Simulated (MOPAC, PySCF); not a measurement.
C3H6S, SMILES `C(S)C=C` (C–C–C–S torsion 118°, C–C–S–H torsion -57°), neutral singlet in the gas phase. 

Z-matrix (Å, degrees):
```
C
C 1 1.3260
H 2 1.0833 1 121.54
H 2 1.0857 3 117.07 1 179.88
H 1 1.0871 2 120.15 3 -0.91
C 1 1.4860 5 115.95 2 178.54
H 6 1.0910 1 111.43 5 175.91
H 6 1.0937 7 107.80 1 122.11
S 6 1.8193 7 110.05 8 112.58
H 9 1.3423 6 96.19 7 67.91
```
Charge 0, multiplicity 1.

All levels are single points at this geometry (PBE0-D4/def2-TZVP); Pople sets use spherical d functions. Orbital energies aren't observables, and empty levels follow the basis.

M06-2X/6-31G* in PySCF gives dipole (D) = 1.58.

Problem. Estimate the dipole (D) from each of these levels: B3LYP-D3(BJ)/def2-TZVP in PySCF; PBE-D3(BJ)/def2-TZVP in PySCF; PBE0-D4/def2-TZVP in PySCF; B3LYP/3-21G in PySCF; B3LYP/6-311+G** in PySCF; B3LYP/6-31G* in PySCF; BP86/6-31G* in PySCF; PBE/6-31G* in PySCF; SVWN5/6-31G* in PySCF; HF/3-21G in PySCF; HF/STO-3G in PySCF; PM6 in MOPAC.

Solution. 
```csv
level,dipole (D)
B3LYP-D3(BJ)/def2-TZVP in PySCF,1.29
PBE-D3(BJ)/def2-TZVP in PySCF,1.26
PBE0-D4/def2-TZVP in PySCF,1.34
B3LYP/3-21G in PySCF,1.82
B3LYP/6-311+G** in PySCF,1.42
B3LYP/6-31G* in PySCF,1.55
BP86/6-31G* in PySCF,1.54
PBE/6-31G* in PySCF,1.55
SVWN5/6-31G* in PySCF,1.57
HF/3-21G in PySCF,1.98
HF/STO-3G in PySCF,0.76
PM6 in MOPAC,1.42
```
